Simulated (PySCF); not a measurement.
Input of a response calculation (the driver script's job line, then coordinates in Å):

```
{"job": {"kind": "uv", "xc": "PBE0", "basis": "def2-SVPD", "nstates": 8, "ntriplets": 3}, "charge": 0, "multiplicity": 1}
C      4.726905    -0.255776     0.186021
C      3.697015    -0.435650    -0.404009
B      2.368567    -0.669450    -1.186214
N      1.344294     0.103202    -0.454184
C      0.608709     0.739591     0.156863
C     -0.355494     1.510530     0.897338
C     -1.701231     1.029568     0.607650
C     -2.795600     0.616649     0.348576
C     -4.126347     0.136425     0.057901
H      5.640848    -0.113035     0.688994
H      2.004926    -1.806594    -1.153537
H      2.396927    -0.210428    -2.288910
H     -0.144579     1.413859     1.968876
H     -0.266622     2.566422     0.615241
H     -4.813167     0.443292     0.845969
H     -4.470916     0.543986    -0.891766
H     -4.121233    -0.951097    -0.004718
```

Method: PySCF, TDDFT PBE0/def2-SVPD, vertical, gas phase, core orbitals frozen in the response. Job line and output are in the format of a driver script around the code.

Task: What does the script print for it?

Result: 
```
coarse grid: 14712 points
cycle   1  E = -350.1638557078  dE =  1.328e+00  |g| = 6.041e-01  |ddm| = 1.198e+01
cycle   2  E = -349.9252206172  dE =  2.386e-01  |g| = 1.172e+00  |ddm| = 4.087e+00
cycle   3  E = -350.2607396805  dE = -3.355e-01  |g| = 2.495e-01  |ddm| = 2.381e+00
cycle   4  E = -350.2744139880  dE = -1.367e-02  |g| = 6.742e-02  |ddm| = 5.111e-01
cycle   5  E = -350.2754017696  dE = -9.878e-04  |g| = 2.333e-02  |ddm| = 1.683e-01
cycle   6  E = -350.2755159219  dE = -1.142e-04  |g| = 9.889e-03  |ddm| = 5.854e-02
cycle   7  E = -350.2755394331  dE = -2.351e-05  |g| = 1.726e-03  |ddm| = 1.865e-02
cycle   8  E = -350.2755401190  dE = -6.859e-07  |g| = 6.266e-04  |ddm| = 5.175e-03
final grid: 143632 points
cycle   9  E = -350.3276986069  dE = -3.699e-05  |g| = 6.728e-03  |ddm| = 1.171e-01
cycle  10  E = -350.3276956219  dE =  2.985e-06  |g| = 7.775e-03  |ddm| = 3.189e-02
cycle  11  E = -350.3277091754  dE = -1.355e-05  |g| = 3.035e-03  |ddm| = 1.376e-02
cycle  12  E = -350.3277114075  dE = -2.232e-06  |g| = 3.145e-04  |ddm| = 4.108e-03
cycle  13  E = -350.3277114202  dE = -1.268e-08  |g| = 2.192e-04  |ddm| = 7.418e-04
cycle  14  E = -350.3277114307  dE = -1.054e-08  |g| = 5.611e-05  |ddm| = 3.476e-04
cycle  15  E = -350.3277114315  dE = -7.984e-10  |g| = 1.072e-05  |ddm| = 1.338e-04
converged SCF energy = -350.3277114315

Static polarisability (au): isotropic 107.786, principal 72.873 95.871 154.614

Singlet excitations
state   eV       nm        f      main configurations
  1   4.6258    268.0   0.00298   H->L 0.95
  2   4.9795    249.0   0.03811   H->L+1 0.95
  3   5.1257    241.9   0.02027   H-1->L 0.97
  4   5.3134    233.3   0.00122   H-1->L+1 0.99
  5   5.7570    215.4   0.00028   H->L+2 0.93
  6   6.0956    203.4   0.00112   H-2->L 0.90
  7   6.2056    199.8   0.00963   H-1->L+2 0.93
  8   6.3114    196.4   0.01117   H-4->L 0.47, H-3->L 0.25

Triplet excitations (Tamm-Dancoff, eV): 4.4867 4.6204 4.8183
```

Geometry: GFN2-xTB; no solvent, vibrations or thermal averaging.

The SCF starts on a coarse grid; the energy jumps when the final grid takes over, and dE counts afresh there. H and L stand for HOMO and LUMO.
